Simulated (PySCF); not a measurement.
## Mass spectrum arithmetic for `F[C@@H]1C[C@@H]2CCCC[C@@H]21`

Species: `F[C@@H]1C[C@@H]2CCCC[C@@H]21`.

Calculated for natural abundance.

(1) Find the molar and monoisotopic masses of C8H13F.

(2) Work out the cluster of the molecular ion M+•, one line a nominal mass.

(3) Which m/z would the protonated, sodiated and deprotonated molecule have?

(4) Give the mass fraction of each element.

(5) Which singly substituted isotopologues are there?

(6) Count the protons, neutrons and electrons of the monoisotopic species, and give its exact less its nominal mass.

Answers

(1) For C8H13F, with standard atomic weights, 1 × 18.998 + 8 × 12.011 + 13 × 1.008 = 128.190 g/mol. From the most abundant isotopes (19F, 12C, 1H), 1 × 18.998403 + 8 × 12.000000 + 13 × 1.007825 = 128.1001 u.

(2) 
```csv
nominal mass,m/z (centroid),relative intensity
128,128.0996,100.0
129,129.1030,8.8
130,130.1064,0.3
```

Lines under 0.1 % of the tallest are left out. One electron mass, 0.00055 u, is taken off.

(3) [M+H]+ 129.1074, [M+Na]+ 151.0893, [M−H]− 127.0929, for the monoisotopic species (arithmetic only; whether such ions form is another matter).

(4) F 14.82 %, C 74.96 %, H 10.22 %.

(5) Intensity in % of the monoisotopic species:

```json
{"isotope": "13C", "mass shift (u)": "+1.00335", "m/z": "129.1029", "intensity (%)": "8.65"}
{"isotope": "2H", "mass shift (u)": "+1.00628", "m/z": "129.1059", "intensity (%)": "0.15"}
```

Species under 0.02 % are left out.

(6) 70 protons, 58 neutrons and 70 electrons; 128.1001 − 128 = +0.1001 u.
